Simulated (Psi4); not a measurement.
Input for Psi4: SAPT0/jun-cc-pV(D+d)Z on H4N2Si (a complex).

```
memory 2025 MB

molecule dimer {
0 1
Si    0.08239804    0.14867877   -0.18988547
H     0.40019021    0.40686792   -1.61320902
H     0.25770536    1.39730094    0.58513241
H     0.99600643   -0.89067755    0.33497048
H    -1.31753616   -0.31567494   -0.07435718
--
0 1
N    -0.02313196   -0.36879466    4.29183186
N    -0.39338505   -0.38142001    3.26592084
units angstrom
symmetry c1
no_reorient
no_com
}

set {
  basis jun-cc-pV(D+d)Z
  scf_type df
  freeze_core true
}

energy('sapt0')
```

Program output:

```
[...]
==> Input File <==

--------------------------------------------------------------------------
memory 2025 MB

molecule dimer {
0 1
Si    0.08239804    0.14867877   -0.18988547
H     0.40019021    0.40686792   -1.61320902
H     0.25770536    1.39730094    0.58513241
H     0.99600643   -0.89067755    0.33497048
H    -1.31753616   -0.31567494   -0.07435718
--
0 1
N    -0.02313196   -0.36879466    4.29183186
N    -0.39338505   -0.38142001    3.26592084
units angstrom
symmetry c1
no_reorient
no_com
}

set {
  basis jun-cc-pV(D+d)Z
  scf_type df
  freeze_core true
}

energy('sapt0')
--------------------------------------------------------------------------


   => Loading Basis Set <=

    Name: JUN-CC-PV(D+D)Z
    Role: ORBITAL
    Keyword: BASIS
    atoms 1   entry SI         line   566 file jun-cc-pv_dpd_z.gbs
    atoms 2-5 entry H          line    60 file jun-cc-pv_dpd_z.gbs
    atoms 6-7 entry N          line   222 file jun-cc-pv_dpd_z.gbs

   => Loading Basis Set <=

    Name: JUN-CC-PV(D+D)Z
    Role: ORBITAL
    Keyword: BASIS
    atoms 1   entry SI         line   566 file jun-cc-pv_dpd_z.gbs
    atoms 2-5 entry H          line    60 file jun-cc-pv_dpd_z.gbs
    atoms 6-7 entry N          line   222 file jun-cc-pv_dpd_z.gbs


  //>>>>>>>>>>>>>>>>>>>>>>>>>>>>>>>>>>>//
  //              Dimer HF             //
  //<<<<<<<<<<<<<<<<<<<<<<<<<<<<<<<<<<<//

   => Libint2 <=

    Primary   basis highest AM E, G, H:  7, 6, 3
    Auxiliary basis highest AM E, G, H:  7, 7, 4
    Onebody   basis highest AM E, G, H:  -, -, -
    Solid Harmonics ordering:            Gaussian


   => Loading Basis Set <=

    Name: JUN-CC-PV(D+D)Z
    Role: ORBITAL
    Keyword: BASIS
    atoms 1   entry SI         line   566 file jun-cc-pv_dpd_z.gbs
    atoms 2-5 entry H          line    60 file jun-cc-pv_dpd_z.gbs
    atoms 6-7 entry N          line   222 file jun-cc-pv_dpd_z.gbs


         ---------------------------------------------------------
                                   SCF
               by Justin Turney, Rob Parrish, Andy Simmonett
                          and Daniel G. A. Smith
                              RHF Reference
                        1 Threads,   1931 MiB Core
         ---------------------------------------------------------

  ==> Geometry <==

    Molecular point group: c1
    Full point group: C1

    Geometry (in Angstrom), charge = 0, multiplicity = 1:

       Center              X                  Y                   Z               Mass
    ------------   -----------------  -----------------  -----------------  -----------------
         SI           0.082398040000     0.148678770000    -0.189885470000    27.976926534650
         H            0.400190210000     0.406867920000    -1.613209020000     1.007825032230
         H            0.257705360000     1.397300940000     0.585132410000     1.007825032230
         H            0.996006430000    -0.890677550000     0.334970480000     1.007825032230
         H           -1.317536160000    -0.315674940000    -0.074357180000     1.007825032230
         N           -0.023131960000    -0.368794660000     4.291831860000    14.003074004430
         N           -0.393385050000    -0.381420010000     3.265920840000    14.003074004430

  Running in c1 symmetry.

  Rotational constants: A =      2.12446  B =      0.04017  C =      0.04003 [cm^-1]
  Rotational constants: A =  63689.77891  B =   1204.40594  C =   1200.11456 [MHz]
  Nuclear repulsion =   78.594746837124276

  Charge       = 0
  Multiplicity = 1
  Electrons    = 32
  Nalpha       = 16
  Nbeta        = 16

  ==> Algorithm <==

  SCF Algorithm Type is DF.
  DIIS enabled.
  MOM disabled.
  Fractional occupation disabled.
  Guess Type is SAD.
  Energy threshold   = 1.00e-08
  Density threshold  = 1.00e-08
  Integral threshold = 1.00e-12

  ==> Primary Basis <==

  Basis Set: JUN-CC-PV(D+D)Z
    Blend: JUN-CC-PV(D+D)Z
    Number of shells: 39
    Number of basis functions: 83
    Number of Cartesian functions: 87
    Spherical Harmonics?: true
    Max angular momentum: 2

   => Loading Basis Set <=

    Name: (JUN-CC-PV(D+D)Z AUX)
    Role: JKFIT
    Keyword: DF_BASIS_SCF
    atoms 1   entry SI         line   506 file jun-cc-pvdz-jkfit.gbs
    atoms 2-5 entry H          line    70 file jun-cc-pvdz-jkfit.gbs
    atoms 6-7 entry N          line   202 file jun-cc-pvdz-jkfit.gbs

  ==> Integral Setup <==

  DFHelper Memory: AOs need 0.021 GiB; user supplied 1.414 GiB.
  SCF_SUBTYPE=INCORE selected. In-core MEM_DF algorithm will be used.
  Using in-core AOs.

  ==> MemDFJK: Density-Fitted J/K Matrices <==

    J tasked:                   Yes
    K tasked:                   Yes
    wK tasked:                   No
    OpenMP threads:               1
    Algorithm:                 Core
    Schwarz Cutoff:           1E-12
    Mask sparsity (%):       3.6290
    Fitting Condition:        1E-10

   => Auxiliary Basis Set <=

  Basis Set: (JUN-CC-PV(D+D)Z AUX)
    Blend: JUN-CC-PVDZ-JKFIT
    Number of shells:
[...]
633047    75A      6.647839    76A      6.649735
      77A      6.716511    78A      6.716812    79A      6.719188
      80A     14.141595    81A     14.144118    82A     14.208636
      83A    103.601567

    Final Occupation by Irrep:
              A
    DOCC [     7 ]
    NA   [     7 ]
    NB   [     7 ]

  @DF-RHF Final Energy:  -108.95948947973996

   => Energetics <=

    Nuclear Repulsion Energy =             23.7722971370180964
    One-Electron Energy =                -194.4072591587926127
    Two-Electron Energy =                  61.6754725420345693
    Total Energy =                       -108.9594894797399576

Computation Completed


Properties will be evaluated at   0.000000,   0.000000,   0.000000 [a0]

Properties computed using the SCF density matrix


 Multipole Moments:

 ------------------------------------------------------------------------------------
     Multipole            Electronic (a.u.)      Nuclear  (a.u.)        Total (a.u.)
 ------------------------------------------------------------------------------------

 L = 1.  Multiply by 2.5417464519 to convert [e a0] to [Debye]
 Dipole X            :          5.5101600           -5.5097215            0.0004384
 Dipole Y            :          9.9240174           -9.9239018            0.0001156
 Dipole Z            :        -99.9743238           99.9745791            0.0002553
 Magnitude           :                                                    0.0005203

 ------------------------------------------------------------------------------------

  Constructing Basis Sets for SAPT...

   => Loading Basis Set <=

    Name: (JUN-CC-PV(D+D)Z AUX)
    Role: RIFIT
    Keyword: DF_BASIS_SAPT
    atoms 1   entry SI         line   376 file jun-cc-pvdz-ri.gbs
    atoms 2-5 entry H          line    30 file jun-cc-pvdz-ri.gbs
    atoms 6-7 entry N          line   144 file jun-cc-pvdz-ri.gbs

   => Loading Basis Set <=

    Name: (JUN-CC-PV(D+D)Z AUX)
    Role: JKFIT
    Keyword: DF_BASIS_ELST
    atoms 1   entry SI         line   506 file jun-cc-pvdz-jkfit.gbs
    atoms 2-5 entry H          line    70 file jun-cc-pvdz-jkfit.gbs
    atoms 6-7 entry N          line   202 file jun-cc-pvdz-jkfit.gbs


  //>>>>>>>>>>>>>>>>>>>>>>>>>>>>>>>>>>>//
  //               SAPT0               //
  //<<<<<<<<<<<<<<<<<<<<<<<<<<<<<<<<<<<//



        SAPT0
    Ed Hohenstein
     6 June 2009

      Orbital Information
  --------------------------
    NSO        =        83
    NMO        =        83
    NRI        =       271
    NRI (Elst) =       371
    NOCC A     =         9
    NOCC B     =         7
    FOCC A     =         5
    FOCC B     =         2
    NVIR A     =        74
    NVIR B     =        76

    Elst10,r            =    -0.000864039838 [Eh]
    Exch10              =     0.001655652347 [Eh]
    Exch10 (S^2)        =     0.001653215931 [Eh]

    Maxiter = 50
    CPHF R converge = 1.000000E-08

    Iter     Energy [mEh]          dE [mEh]         Residual      Time [s]
       1      -0.19791596       0.197915961     1.478574e-03             0
       2      -0.22913449       0.031218527     1.697666e-04             0
       3      -0.22840244      -0.000732051     3.688374e-05             0
       4      -0.22836886      -0.000033574     7.350778e-06             0
       5      -0.22840135       0.000032486     1.289171e-06             0
       6      -0.22839611      -0.000005244     2.167807e-07             0
       7      -0.22839654       0.000000437     3.803564e-08             0
       8      -0.22839657       0.000000025     7.027100e-09             0

    CHF Iterations converged

    Maxiter = 50
    CPHF R converge = 1.000000E-08

    Iter     Energy [mEh]          dE [mEh]         Residual      Time [s]
       1      -0.12953776       0.129537760     2.273759e-03             0
       2      -0.14395031       0.014412554     1.074118e-03             0
       3      -0.15693505       0.012984731     1.511002e-04             0
       4      -0.15628684      -0.000648206     5.451334e-05             0
       5      -0.15623980      -0.000047044     2.228449e-05             0
       6      -0.15632130       0.000081506     5.920382e-06             0
       7      -0.15630439      -0.000016909     2.617263e-06             0
       8      -0.15630600       0.000001612     9.503576e-07             0
       9      -0.15630738       0.000001377     1.645255e-07             0
      10      -0.15630705      -0.000000328     3.934910e-08             0
      11      -0.15630711       0.000000053     5.565003e-09             0

    CHF Iterations converged

    Ind20,r (A<-B)      =    -0.000228396566 [Eh]
    Ind20,r (B<-A)      =    -0.000156307107 [Eh]
    Ind20,r             =    -0.000384703673 [Eh]
    Exch-Ind20,r (A<-B) =     0.000216490168 [Eh]
    Exch-Ind20,r (B<-A) =     0.000104493649 [Eh]
    Exch-Ind20,r        =     0.000320983817 [Eh]
    Disp20              =    -0.001312598736 [Eh]
    Disp20 (SS)         =    -0.000656299368 [Eh]
    Disp20 (OS)         =    -0.000656299368 [Eh]
    Exch-Disp20         =     0.000096647860 [Eh]
    Exch-Disp20 (SS)    =     0.000051046610 [Eh]
    Exch-Disp20 (OS)    =     0.000045601250 [Eh]

    SAPT Results
  --------------------------------------------------------------------------------------------------------
    Electrostatics                 -0.86403984 [mEh]      -0.54219318 [kcal/mol]      -2.26853628 [kJ/mol]
      Elst10,r                     -0.86403984 [mEh]      -0.54219318 [kcal/mol]      -2.26853628 [kJ/mol]

    Exchange                        1.65565235 [mEh]       1.03893753 [kcal/mol]       4.34691464 [kJ/mol]
      Exch10                        1.65565235 [mEh]       1.03893753 [kcal/mol]       4.34691464 [kJ/mol]
      Exch10(S^2)                   1.65321593 [mEh]       1.03740866 [kcal/mol]       4.34051783 [kJ/mol]

    Induction                      -0.19075122 [mEh]      -0.11969820 [kcal/mol]      -0.50081725 [kJ/mol]
      Ind20,r                      -0.38470367 [mEh]      -0.24140520 [kcal/mol]      -1.01003935 [kJ/mol]
      Exch-Ind20,r                  0.32098382 [mEh]       0.20142039 [kcal/mol]       0.84274289 [kJ/mol]
      delta HF,r (2)               -0.12703136 [mEh]      -0.07971338 [kcal/mol]      -0.33352079 [kJ/mol]

    Dispersion                     -1.21595088 [mEh]      -0.76302069 [kcal/mol]      -3.19247859 [kJ/mol]
      Disp20                       -1.31259874 [mEh]      -0.82366814 [kcal/mol]      -3.44622751 [kJ/mol]
      Exch-Disp20                   0.09664786 [mEh]       0.06064745 [kcal/mol]       0.25374892 [kJ/mol]
      Disp20 (SS)                  -0.65629937 [mEh]      -0.41183407 [kcal/mol]      -1.72311375 [kJ/mol]
      Disp20 (OS)                  -0.65629937 [mEh]      -0.41183407 [kcal/mol]      -1.72311375 [kJ/mol]
      Exch-Disp20 (SS)              0.05104661 [mEh]       0.03203223 [kcal/mol]       0.13402286 [kJ/mol]
      Exch-Disp20 (OS)              0.04560125 [mEh]       0.02861522 [kcal/mol]       0.11972607 [kJ/mol]

  Total HF                          0.60086129 [mEh]       0.37704615 [kcal/mol]       1.57756111 [kJ/mol]
  Total SAPT0                      -0.61508958 [mEh]      -0.38597454 [kcal/mol]      -1.61491748 [kJ/mol]

  Special recipe for scaled SAPT0 (see Manual):
    Electrostatics sSAPT0          -0.86403984 [mEh]      -0.54219318 [kcal/mol]      -2.26853628 [kJ/mol]
    Exchange sSAPT0                 1.65565235 [mEh]       1.03893753 [kcal/mol]       4.34691464 [kJ/mol]
    Induction sSAPT0               -0.18932998 [mEh]      -0.11880636 [kcal/mol]      -0.49708579 [kJ/mol]
    Dispersion sSAPT0              -1.21552294 [mEh]      -0.76275216 [kcal/mol]      -3.19135505 [kJ/mol]
  Total sSAPT0                     -0.61324042 [mEh]      -0.38481417 [kcal/mol]      -1.61006249 [kJ/mol]
  --------------------------------------------------------------------------------------------------------



*** Psi4 exiting successfully. Buy a developer a beer!
```

The run finished.

Cost: very roughly 3 core-seconds.
